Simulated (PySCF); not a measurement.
CH2AlF3O2

The system: CH2AlF3O2, a molecule; neutral, singlet. The structure, one conformer, was relaxed in the gas phase by PBE0-D3(BJ)/def2-SVP. No frequency run checks that it is a minimum.

SMILES: [OH][Al]([OH])[C](F)(F)F

```xyz
9

O     0.102   -1.224   -1.532
Al    0.212   -0.492   -0.018
O     0.853   -1.126    1.405
C    -0.535    1.364    0.084
F    -0.363    1.946    1.282
F    -1.864    1.371   -0.158
F     0.021    2.189   -0.826
H     0.367   -2.082   -1.860
H     1.251   -1.970    1.613
```
Atom numbers follow the order of the file, from 1.

Shieldings: GIAO PBE0/pcSseg-2. Shifts are against computed references at the same level: C TMS (σ 184.1 ppm), H TMS (σ 31.24 ppm). Core levels by delta-SCF with SCAN, pcX-2 on the ionised atom and pcseg-1 elsewhere, spin-free X2C (2p3/2 is the spin-free 2p value less a third of a first-order spin-orbit splitting); from the vacuum level, for chosen atoms.

Give the shieldings and core levels atom by atom.


```csv
atoms,bonded to,σ (ppm),δ (ppm),core level (eV)
O1,1 Al + 1 H,301.9,-,1s 538.66
Al2,1 C + 2 O,468.7,-,2p3/2 81.51
O3,1 Al + 1 H,300.7,-,1s 538.67
C4,1 Al + 3 F,45.4,138.7,1s 297.13
F5,1 C,236.9,-,1s 693.49
F6,1 C,236.6,-,-
F7,1 C,237.3,-,-
H8,1 O,29.65,1.59,-
H9,1 O,29.61,1.64,-
```

Values are those of this one static structure; atoms that internal rotation interchanges would show their mean in an NMR spectrum.

By CAM-B3LYP/def2-SVPD (TDDFT singlets, Tamm-Dancoff triplets, ionisation by delta-SCF), where does absorption start, and what does vertical ionisation take?

The first singlet with intensity lies at 7.49 eV (f 0.048); what lies below it is dark. The lowest singlet lies at 7.31 eV (f 0.000), the strongest of the first 6 at 8.00 eV (f 0.179), the lowest triplet at 6.87 eV; vertical ionisation takes 12.00 eV.
